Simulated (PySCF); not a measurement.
# Electronic structure of Mg⁺ (magnesium, charge +1) at the UHF level

Configuration: [Ne] 3s1, 2S determinant. All numbers are calculated (PySCF 2.14, the spin-free X2C one-electron Hamiltonian (Gaussian nucleus), in cc-pVDZ-DK (4s3p1d, 18 functions)).

```
Total energy                        : -199.670405 hartree
One-electron energy                 : -276.0275 hartree
Hartree (Coulomb) energy            : 92.2518 hartree
Exchange energy                     : -15.8948 hartree
⟨S²⟩                                : 0.7501
⟨L²⟩                                : 0.000
Sum of ⟨r⟩                          : 8.605 bohr
Sum of ⟨r²⟩                         : 14.13 bohr²
Langevin diamagnetic susceptibility : -11.2 ×10⁻⁶ cm³/mol
Time after the integrals            : 0.04 s of wall time on 1 thread of Neoverse-V1 (shared host)
```

```tsv
shell	electrons	mean orbital energy (hartree)	rms radius, mean of both spins (bohr)
1s α	1	-49.45679	0.151
1s β	1	-49.45079	0.151
2s α	1	-4.11256	0.754
2s β	1	-4.09768	0.754
2p α	3	-2.61166	0.772
2p β	3	-2.60624	0.772
3s α	1	-0.54182	3.06
```
